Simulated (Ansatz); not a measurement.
The cluster Si2Mo4⁺ (the lowest doublet isomer of a short search) was relaxed with PBE-D4 (def2-SVP) in Ansatz in these states: charge +1 doublet, charge +1 quartet. The geometries follow in no particular order.

In the def2 sets Mo takes a core potential; there is no spin–orbit coupling.

A:

```xyz
6

Mo    1.1269   -0.5522    1.0258
Mo   -0.5125    1.0227    1.3855
Mo   -1.1072    0.6329   -1.0003
Mo    1.0744    1.2811   -0.6581
Si   -1.2311   -1.2830    0.6372
Si    0.6494   -1.1015   -1.3902
```

B:

```
atom    x (Å)    y (Å)    z (Å)
 Mo1   1.1274  -0.5538   0.9484
 Mo2  -1.0850  -0.8727   1.1121
 Mo3  -0.4341   0.3980  -1.4596
 Mo4  -1.0592   1.3543   0.4687
 Si5   0.1022  -1.8751  -0.8589
 Si6   1.3487   1.5492  -0.2108
```

Question: Judge from the bond lengths which geometry belongs to which state (an estimate).

Answer: A is the charge +1 quartet (Mo2–Mo3 2.489 Å, Mo1–Mo4 2.490 Å, Mo2–Mo4 2.600 Å); B is the charge +1 doublet (Mo2–Mo3 2.941 Å, Mo1–Mo4 2.941 Å, Mo2–Mo4 2.318 Å).

At PBE0-D4/def2-TZVP a doublet lies 0.36 eV below the charge +1 quartet. These are the stationary points nearest to one start from a short search; other shapes may lie lower in each state.
